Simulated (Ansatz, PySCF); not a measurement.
Isomers of H6OSi2: 1 is O([SiH3])[SiH3], 2 is [SiH3][SiH2]O; one conformer of each (the lowest of an xTB search), B3LYP-D3(BJ)/def2-TZVP minima.
Isomer 1 (charge 0, multiplicity 1):
```xyz
9

Si    -1.5627    -0.1230    -0.1943
O      0.0561    -0.3174    -0.3352
Si     1.5712     0.0748     0.1433
H     -2.2254    -1.0243    -1.1601
H     -1.9983    -0.4604     1.1812
H     -1.9344     1.2810    -0.4878
H      1.8230     1.5156    -0.0937
H      2.5301    -0.7322    -0.6402
H      1.7403    -0.2141     1.5867
```
Isomer 2 (charge 0, multiplicity 1):
```xyz
9

O      1.560     1.086     0.374
Si     0.840    -0.312    -0.154
Si    -1.472     0.001     0.053
H      2.519     1.140     0.362
H      1.284    -1.482     0.651
H      1.205    -0.603    -1.567
H     -1.845     0.258     1.465
H     -2.166    -1.229    -0.405
H     -1.926     1.140    -0.781
```

No zero-point or thermal terms.

Cores are frozen in the correlated methods.

Codes used: Ansatz (Gaussian basis) for Hartree–Fock, density functionals and correlated methods; PySCF for the dispersion terms. Each number belongs to the level named beside it.

Q: One of these levels gives 24.19 kcal/mol for the electronic energy of isomer 2 less that of isomer 1. Which one is it?
A) r2SCAN-D3(BJ)/def2-TZVPP
B) SCS-MP2/cc-pV(T+d)Z
C) PBE0-D3(BJ)/def2-TZVPP
D) PBE-D4/def2-TZVPP

A: A, r2SCAN-D3(BJ)/def2-TZVPP. The others give 19.32 (PBE-D4/def2-TZVPP), 21.45 (PBE0-D3(BJ)/def2-TZVPP), 29.78 (SCS-MP2/cc-pV(T+d)Z)

Ansatz is a quantum-chemistry and plane-wave program.
